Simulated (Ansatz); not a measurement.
Ideal-gas functions of C₂HClF₂Si, SMILES `C#C[Si](F)(F)Cl` at 800 K and 1 bar, from an Ansatz frequency run at PBE0-D4/def2-TZVP.

Molar mass 126.56 g/mol, point group Cs (symmetry number 1), electronic degeneracy 1, moments of inertia 177.785, 271.635, 327.122 u Å². Harmonic wavenumbers (cm⁻¹, unscaled): 111, 134, 225, 261, 325, 372, 379, 550, 710, 752, 757, 919, 987, 2184, 3464.

Use S(trans) = R[1.5 ln M + 2.5 ln T − 1.1517]; rotational temperatures θ = 24.2544 K / I; S(rot) = R[ln(√π/σ · √(T³/θAθBθC)) + 1.5]; for each mode x = 1.438777 ν̃/T, S = R[x/(eˣ − 1) − ln(1 − e⁻ˣ)] and H = RT x/(eˣ − 1); 1 cm⁻¹ = 0.0119627 kJ/mol; R = 8.31446 J/(mol·K).

Question: By hand: the entropy, in J/(mol·K).

Answer: Translation 189.7. Rotation: θ = 0.1364, 0.0893, 0.0741 K, giving 129.7. Vibration, mode by mode: 21.73, 20.17, 15.89, 14.68, 12.90, 11.81, 11.66, 8.74, 6.82, 6.41, 6.36, 5.02, 4.56, 0.82, 0.12, in all 147.7. Electronic 0.0. Sum 467.1 J/(mol·K).

Question: By hand: H − E and G − E in kJ/mol, counted from the electronic energy.

Answer: Zero-point energy ½ × 12130 × 0.0119627 = 72.6; thermal vibration 55.8; translation, rotation and pV give 4 RT = 26.6. H − E = 155.0 kJ/mol, and G − E = 155.0 − 800 × 467.1/1000 = -218.7 kJ/mol.

Vibration gives 32 % of the entropy, 41.9 J/(mol·K) of it from the modes under 150 cm⁻¹: soft modes count most, and the harmonic formula is weakest for them.
